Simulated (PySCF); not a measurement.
C$_{3}$H$_{11}$OSi, charge +1, singlet, at a GFN2-xTB geometry. Base run: M062X/6-31G in PySCF.

PySCF was given this input:
```python
from pyscf import gto, scf, dft, solvent

mol = gto.Mole()
mol.atom = '''
    C    -0.02171922    1.61302434   -1.10009600
    Si    0.21094138   -0.04053871   -0.21294604
    C    -0.55597779   -1.58484642   -0.98026477
    C     1.66873906   -0.22473596    0.97160207
    O    -1.23595566    0.18206118    1.28309104
    H     0.66776016    1.69268943   -1.93685807
    H     0.17330825    2.46502187   -0.45137380
    H    -1.02409847    1.72928014   -1.50815167
    H    -0.72348515   -2.36401197   -0.23933473
    H     0.10239895   -2.00319413   -1.73777248
    H    -1.50682707   -1.37928866   -1.46857004
    H     1.49442882   -1.00544542    1.70934276
    H     2.57070206   -0.49685878    0.42872678
    H     1.88998473    0.69679269    1.50701764
    H    -1.08363240    0.79462054    2.01199083
    H    -2.17232643    0.16079499    1.05405121
'''
mol.basis = '6-31g'
mol.charge = 1
mol.verbose = 3
mol.build()

mf = dft.RKS(mol)
mf.xc = 'm062x'
mf.kernel()
```

The base run was repeated with changes; each row names its change, and settings that it needs were set with it.

| change | ΔE vs base (kcal/mol) | HOMO-LUMO gap (eV) |
|---|---|---|
| base | 0.000 | 10.56 |
| model = IEF-PCM; solvent = water | -59.31 | 10.87 |
| model = IEF-PCM; solvent = 2-propanol | -56.80 | 10.86 |
| model = IEF-PCM; solvent = water; vdw_scale = 1.1 | (withheld) | (withheld) |
| model = C-PCM; solvent = water | -59.35 | 10.87 |
| model = IEF-PCM; solvent = water; lebedev_order = 41 | -59.35 | 10.87 |
| model = IEF-PCM; solvent = dichloromethane | -52.99 | 10.84 |
| model = IEF-PCM; solvent = water; vdw_scale = 1.4 | -51.75 | 10.79 |
| model = IEF-PCM; solvent = water; lebedev_order = 11 | -58.91 | 10.86 |
| model = ddCOSMO; solvent = water | (withheld) | 10.86 |
| model = IEF-PCM; solvent = acetonitrile | (withheld) | 10.87 |

Task: Complete the blanks.

Result: 
- model = IEF-PCM; solvent = water; vdw_scale = 1.1, ΔE vs base (kcal/mol): -64.6
- model = IEF-PCM; solvent = water; vdw_scale = 1.1, HOMO-LUMO gap (eV): 10.92
- model = ddCOSMO; solvent = water, ΔE vs base (kcal/mol): -54.72
- model = IEF-PCM; solvent = acetonitrile, ΔE vs base (kcal/mol): -58.33

The base is the gas phase, so ΔE is the electrostatic part of solvation at a fixed geometry, without cavity and dispersion terms.
